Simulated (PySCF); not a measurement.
4-fluorotoluene, C7H7F

Geometry (Å), atoms numbered from 1 in this order:
```xyz
15

C     2.380   -0.146   -0.001
C     0.888    0.015    0.051
C     0.047   -1.092    0.220
C    -1.339   -0.958    0.238
C    -1.893    0.307    0.088
F    -3.219    0.446    0.107
C    -1.092    1.429   -0.078
C     0.292    1.273   -0.093
H     2.714   -1.003    0.602
H     2.725   -0.319   -1.034
H     2.896    0.752    0.369
H     0.486   -2.086    0.342
H    -1.997   -1.819    0.372
H    -1.560    2.410   -0.187
H     0.924    2.156   -0.220
```

Method used: quadratic response CAM-B3LYP/aug-cc-pVDZ first hyperpolarisability, Taylor convention, gas phase (PySCF). Geometry: PBE0-D3(BJ)/def2-SVP.

Give the tensor of the second harmonic β(−2ω;ω,ω) at 1064 nm in the axes of these coordinates.

In au, Taylor convention; rows are the first index (the induced dipole):
|  | xx | yy | zz | xy | xz | yz |
| --- | --- | --- | --- | --- | --- | --- |
| x | -155.8 | -6.1 | -20.7 | +16.1 | +5.9 | -3.5 |
| y | +16.1 | -1.2 | +4.8 | -6.0 | -3.4 | -5.6 |
| z | +5.7 | -6.0 | +6.8 | -3.4 | -19.8 | +4.8 |

Norm of βᵢ = ⅓ Σⱼ (βᵢⱼⱼ + βⱼᵢⱼ + βⱼⱼᵢ): 183.1 au, hyper-Rayleigh value 71.5 au.
